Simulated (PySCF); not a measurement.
Computed shifts of a molecule C2H5FO2Si, B3LYP/pcSseg-1 in PySCF, GIAO, gas phase, atoms alike by connectivity averaged where their shifts nearly agree, in ppm (number of nuclei): ¹³C: 214.1 (1), 39.0 (1). ²⁹Si: -18.3 (1). ¹⁹F: -151.8 (1). ¹H: 10.40 (1), 5.48 (1), 5.04 (1), 2.60 (1), 2.03 (1). References: ¹⁷O against H2O (σ = 333.8 ppm); ¹³C against TMS (σ = 181.3 ppm); ²⁹Si against TMS (σ = 338.7 ppm); ¹⁹F against CFCl3 (σ = 161.7 ppm); ¹H against TMS (σ = 31.68 ppm), references at their B3LYP-D3(BJ)/def2-TZVP geometries, non-relativistic. Geometry optimised at B3LYP-D3(BJ)/def2-SVP. One conformer was computed; it need not be the lowest.

Pick the molecule that these values belong to.
A. O[Si@@]1(F)CCO1
B. C[C@H]1O[Si@@H](F)O1
C. O=CC[Si@H](O)F
D. FC[SiH]1OCO1

C, O=CC[Si@H](O)F
